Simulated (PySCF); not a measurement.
# Energy profile

The step: CH₆Si ([CH3][SiH3]) + HBr → CH₅BrSi ([CH3][SiH2][Br]) + H₂; bonds formed: Si1–Br7, H2–H6; bonds broken: Si1–H2, H6–Br7 (atoms numbered as in the saddle structure below).

```
10
angstrom
Si -0.4085 0.0615 -0.5751
H 0.9110 0.7393 -1.4678
H -0.3057 -0.8829 -1.7365
H -1.6702 0.7918 -0.7815
C -0.0079 -0.9344 0.9309
H 0.8675 1.3277 -0.8251
Br 0.3507 2.3026 0.7723
H -0.3730 -1.9562 0.7951
H -0.4395 -0.4794 1.8212
H 1.0755 -0.9699 1.0665
```

Electronic energies by CCSD(T) at an estimated basis limit (MP2 extrapolated from triple and quadruple zeta, plus CCSD(T) − MP2 in triple zeta), on PBE0-D4/def2-TZVP structures; CH$_{7}$BrSi, singlet; no counterpoise correction. Program: PySCF 2.14 with density fitting (its default auxiliary sets; JK sets also for MP2 and CCSD(T)). Basis: def2-TZVPP and def2-QZVPP. Cores are frozen in the correlated methods. Filled d shells of the heavier atoms are correlated. The def2 sets are not built for correlating such inner shells, so the correlated values are less sure here. Extrapolation: Hartree–Fock as exp(−7.88 √X), correlation as X^−2.97.

Task: Give the profile in kcal/mol, counted from the separated reactants. (To be estimated.)

Result: By the calculation:
```json
{"point": "separated: CH$_{6}$Si (linked as [CH3][SiH3]; Si1, H2, H3, H4, C5, H8, H9, H10; singlet) + HBr (H6, Br7; singlet)", "kcal/mol": "0.00"}
{"point": "start structure", "kcal/mol": "-1.81"}
{"point": "saddle", "kcal/mol": "32.09"}
{"point": "end structure", "kcal/mol": "-20.24"}
{"point": "separated: CH$_{5}$BrSi (linked as [CH3][SiH2][Br]; Si1, H3, H4, C5, Br7, H8, H9, H10; singlet) + H$_{2}$ (H2, H6; singlet)", "kcal/mol": "-19.65"}
```

No T1 diagnostic of these runs exceeds 0.010.

For scale, one of the runs: CCSD(T)/def2-TZVPP, 219 basis functions, launched by `OMP_NUM_THREADS=4 python run.py`. The run took 19 min on 4 CPU threads of an AMD EPYC (shared host), with 3.9 GiB of host memory at its peak.
